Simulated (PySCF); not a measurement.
CCl3, SMILES Cl[C+](Cl)Cl, charge +1. Atoms are numbered in the order given.

```xyz
4

C      0.0000     0.0000     0.0000
Cl     1.6556     0.0000     0.0000
Cl    -0.8278     1.4338     0.0000
Cl    -0.8278    -1.4338     0.0000
```
Charge +1, spin multiplicity 1.

Geometry: r2SCAN-D4/def2-SVP.

Two levels are set side by side: PBE/pcSseg-2 (PySCF) and PBE0/pcSseg-2 (PySCF). GIAO shifts against HCl (³⁵Cl), TMS (¹³C) at the same level; non-relativistic, no solvent, atoms listed together averaged. Without spin–orbit terms, shifts of atoms bonded to Cl or Br come out too high at both levels. Differences are taken from unrounded values.

```tsv
quantity	PBE
δ(¹³C) of C1 (ppm)	252.1
δ(³⁵Cl) of Cl2, Cl3, Cl4 (ppm)	938.5
```

Question: These are the PBE values. What does PBE0 give? (An estimate is asked for; the answer gives what the named calculation found.)

Answer: 
```csv
quantity,PBE0,PBE minus PBE0
δ(¹³C) of C1 (ppm),270.7,-18.6
"δ(³⁵Cl) of Cl2, Cl3, Cl4 (ppm)",901.4,37.1
```

Rough cost on one machine, each run with all the roots and properties that it gave: PBE0 against PBE within a factor of 2.
